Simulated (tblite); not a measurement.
Compound: C4H7OSi (doublet state).
Numbering: `[CH:1]#[C:2][Si@H:3]([O:4])[CH2:5][CH3:6]` (hydrogens: H7 on C1; H8 on Si3; H9, H10 on C5; H11, H12, H13 on C6)

Structure optimised with GFN2-xTB, isolated species. This method treats the open shell by occupation alone, without spin polarisation.

Q: What internal coordinates does the optimisation give?

A: 
```
                  bond  length (Å)
                 C1≡C2       1.202
                C2–Si3       1.860
                Si3–O4       1.521
                Si3–C5       2.077
                 C5–C6       1.483
                 C1–H7       1.053
                Si3–H8       1.468
                 C5–H9       1.081
                C5–H10       1.080
C6–H11, C6–H12, C6–H13       1.090
```

Bonds in one row agree within 0.01 Å and their mean is given. A selection of angles:
```
     angle  degrees
  C2–C1–H7    178.8
 C1–C2–Si3    179.6
 C2–Si3–O4    122.6
 C2–Si3–C5     94.7
 C2–Si3–H8    106.7
 O4–Si3–C5    104.8
 O4–Si3–H8    123.5
 C5–Si3–H8     96.4
 Si3–C5–C6    108.3
 Si3–C5–H9    103.9
Si3–C5–H10    101.1
  C6–C5–H9    114.8
 C6–C5–H10    114.4
 H9–C5–H10    112.7
 C5–C6–H11    111.5
 C5–C6–H12    109.1
H11–C6–H12    107.9
H11–C6–H13    109.2
```

Dihedral angles: C2–Si3–C5–C6 69° (synclinal).

Si3 (silicon bonded to 2 C, O and H) has angles from 94.7° to 123.5°. The C–C distances run from 1.202 Å (C1≡C2, drawn triple) to 1.483 Å (C5–C6, drawn single), a spread of 0.281 Å. Of the pairs four or more bonds apart, C2···H11 is among the closest relative to their van der Waals radii: 2.83 Å, 98 % of the sum of Bondi's values. The C–Si distances run from 1.860 Å (C2–Si3, drawn single) to 2.077 Å (Si3–C5, drawn single), a spread of 0.217 Å.

Point group: C1 (no symmetry element, even within 0.4 Å). Its GFN2-xTB frequencies are all real (lowest 65 cm⁻¹). 3 starts were optimised and ended at 0.00, 0.50 and 0.50 kcal/mol (GFN2-xTB); the lowest of these is shown.

One conformer stands for the species.

All values are computed, not measured.
